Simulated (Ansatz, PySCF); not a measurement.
Species: HSO3, charge 0, doublet. HSO3 (SMILES O=[S](=O)O, doublet).
B3LYP-D3(BJ)/def2-TZVP minimum from Ansatz (a quantum-chemistry and plane-wave program):
```xyz
5

O      0.4342    -0.6993    -1.1852
S     -0.2804     0.0183     0.0913
O      0.2653    -0.5711     1.2992
O     -0.2259     1.4334    -0.1815
H      0.6974    -1.5966    -0.9218
```
Charge 0, spin multiplicity 2.

Atomisation energy term by term, kcal/mol (programs: Ansatz). Open shells are spin-unrestricted; no spin-orbit coupling. Correlated methods leave the cores frozen. Rows without X2C or -DK are non-relativistic. CBS(X,Y): correlation extrapolated as X^-3, Hartree-Fock from the larger set. A bracket is a step between two methods taken in the basis named. '+ core + X2C': CCSD(T) terms for core correlation (cc-pwCVTZ, 1s frozen past Ne) and scalar relativity (cc-pVTZ-DK). Where a partner has so few electrons that a lower coupled-cluster level is exact, that level stands in.

| term | basis | kcal/mol |
|---|---|---|
| Hartree-Fock | cc-pV(Q+d)Z | 188.90 |
| CCSD correlation | CBS(cc-pV(T+d)Z,cc-pV(Q+d)Z) | 186.83 |
| (T) | CBS(cc-pV(T+d)Z,cc-pV(Q+d)Z) | 19.49 |
| CCSDT(Q) - CCSD(T) | cc-pV(D+d)Z | 1.82 |
| core correlation | cc-pwCVTZ | 1.26 |
| scalar relativity | X2C, cc-pVTZ-DK | -1.47 |
| minus zero-point energy | Hessian by PySCF at B3LYP-D3(BJ)/def2-TZVP | -13.83 |
| sum: D0 |  | 383.0 |
